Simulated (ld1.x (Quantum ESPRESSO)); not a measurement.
## Bi (Z = 83): what ld1.x (Quantum ESPRESSO) 7.5 does with a changed input

Command:

```bash
ld1.x < Bi.in > Bi.out
```

Input:

```
&input
   title='Bi', zed=83., rel=1, dft='PZ', iswitch=3,
   config='[Xe] 4f14 5d10 6s1 6p4',
   nld=4, rlderiv=2.65, eminld=-13.0, emaxld=5.0, deld=0.04
 /
 &inputp
   pseudotype=2, tm=.true., lloc=-1, rcloc=0.95,
   nlcc=.false.,
   file_pseudopw='Bi.UPF', file_wfcaegen='ae.wfc', file_wfcncgen='nc.wfc', file_beta='beta', file_chi='chi'
 /
4
6S  1  0   1.00   0.00  1.70  1.70  0.0
6P  2  1   4.00   0.00  2.45  2.45  0.0
5D  3  2  10.00   0.00  1.60  1.60  0.0
4F  4  3  14.00   0.00  0.30  0.30  0.0
 &test
   configts(1)='4f14 5d10 6s1 6p4'
 /
```

Output (end):

```
     s(2P/2P) =  1.000000  <r> =   0.0606  <r2> =    0.0045  r(max) =   0.0471
     s(3S/3S) =  1.000000  <r> =   0.1717  <r2> =    0.0337  r(max) =   0.1582
     s(3P/3P) =  1.000000  <r> =   0.1738  <r2> =    0.0350  r(max) =   0.1582
     s(4S/4S) =  1.000000  <r> =   0.3773  <r2> =    0.1606  r(max) =   0.3565
     s(4P/4P) =  1.000000  <r> =   0.4029  <r2> =    0.1844  r(max) =   0.3748
     s(3D/3D) =  1.000000  <r> =   0.1575  <r2> =    0.0290  r(max) =   0.1295
     s(5S/5S) =  1.000000  <r> =   0.8298  <r2> =    0.7714  r(max) =   0.7739
     s(5P/5P) =  1.000000  <r> =   0.9471  <r2> =    1.0111  r(max) =   0.8553
     s(4D/4D) =  1.000000  <r> =   0.4227  <r2> =    0.2062  r(max) =   0.3795
     s(4F/4F) =  1.000000  <r> =   0.4410  <r2> =    0.2322  r(max) =   0.3434
     s(5D/5D) =  1.000000  <r> =   1.2307  <r2> =    1.7527  r(max) =   1.0316
     s(6S/6S) =  1.000000  <r> =   2.1381  <r2> =    5.1694  r(max) =   1.8564
     s(6P/6P) =  1.000000  <r> =   2.9465  <r2> =   10.0170  r(max) =   2.4137

     ------------------------ End of All-electron run ------------------------

     --------------------- Generating NC pseudopotential ---------------------

      Generating local potential from pseudized AE potential:
      Matching radius rcloc =   0.9500

      Local pseudo, rcloc= 0.957 Estimated cut-off energy=    27.18 Ry

      Wfc   6S  rcut= 1.701  Using Troullier-Martins method

      Wfc   6P  rcut= 2.475  Using Troullier-Martins method

      Wfc   5D  rcut= 1.618  Using Troullier-Martins method

      Wfc   4F  rcut= 0.303  Using Troullier-Martins method

       Warning: n=4, l=3 expected 0 nodes, found 1
       Setting wfc to zero for this iteration
       (This warning will only be printed once per wavefunction)

     ------------------- End of pseudopotential generation -------------------

     Computing logarithmic derivative in   2.65098

 %%%%%%%%%%%%%%%%%%%%%%%%%%%%%%%%%%%%%%%%%%%%%%%%%%%%%%%%%%%%%%%%%%%%%%%%%%%%%%
     Error in routine run_pseudo (1):
     Errors in PS-KS equation
 %%%%%%%%%%%%%%%%%%%%%%%%%%%%%%%%%%%%%%%%%%%%%%%%%%%%%%%%%%%%%%%%%%%%%%%%%%%%%%

     stopping ...
```

Task: This input was made by a single change from one that runs to its end. What was changed?

Result: The change: radius of 4F set to 0.30 bohr. The program stops in the test that follows the generation: "run_pseudo: Errors in PS-KS equation".
